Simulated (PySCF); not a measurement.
# Spin-rotation constants: `C=N/N=C\C(C)C`, C5H10N2

Geometry (Å), atoms numbered from 1 in this order:
```xyz
17

C     3.0663   -0.2409   -0.4592
N     2.3904   -0.0777    0.5941
N     1.4755   -0.8074    1.1071
C     0.2182   -0.7019    1.1093
C    -0.6042    0.2591    0.2951
C    -1.5318   -0.5190   -0.6398
C    -1.4128    1.1619    1.2282
H     2.8548   -0.9989   -1.2106
H     3.9076    0.4130   -0.6157
H    -0.3129   -1.3737    1.7708
H     0.0749    0.8779   -0.3031
H    -2.1250    0.1674   -1.2401
H    -0.9570   -1.1558   -1.3091
H    -2.2078   -1.1470   -0.0634
H    -0.7518    1.7239    1.8842
H    -2.0069    1.8654    0.6491
H    -2.0844    0.5658    1.8427
```

Method used: GIAO KT3/6-31G magnetisability, rotational g tensor and spin-rotation constants, non-relativistic, gas phase (PySCF). Geometry: GFN2-xTB.

Problem. Give the nuclear spin-rotation constants along the inertial axes (H = +C I·J) beside the isotropic shieldings.

Solution. Rotational constants 5.0099, 1.4632, 1.3632 GHz. A star marks the isotopologue with that one atom substituted, in its own axes.
```
atom  isotope  Caa (kHz)  Cbb (kHz)  Ccc (kHz)  mean (kHz)  σ (ppm)
  N2      14N      0.952      0.251      0.216       0.473    -68.2
  N3      14N      1.116      0.143      0.247       0.502    -53.8
  H8       1H     -0.491      0.074     -0.112      -0.176     26.8
  H9       1H     -0.063     -0.152     -0.024      -0.080     27.2
 H10       1H     -0.309     -0.151      0.044      -0.139     27.1
 H11       1H     -0.335     -0.164     -0.014      -0.171     30.5
 H12       1H     -0.328     -0.152     -0.061      -0.180     31.8
 H13       1H     -0.290     -0.061     -0.157      -0.169     31.9
 H14       1H     -0.360     -0.169     -0.040      -0.190     32.0
 H15       1H     -0.417     -0.034     -0.143      -0.198     31.7
 H16       1H     -0.321     -0.156     -0.062      -0.180     32.0
 H17       1H     -0.347     -0.170     -0.046      -0.188     32.1
  C1     13C*      1.157      0.384      0.317       0.619    101.5
  C4     13C*      1.548      0.271      0.430       0.750     84.8
  C5     13C*      0.811      0.202      0.182       0.398    167.5
  C6     13C*      0.674      0.172      0.200       0.349    174.5
```
For the geometry as given, no vibrational averaging.
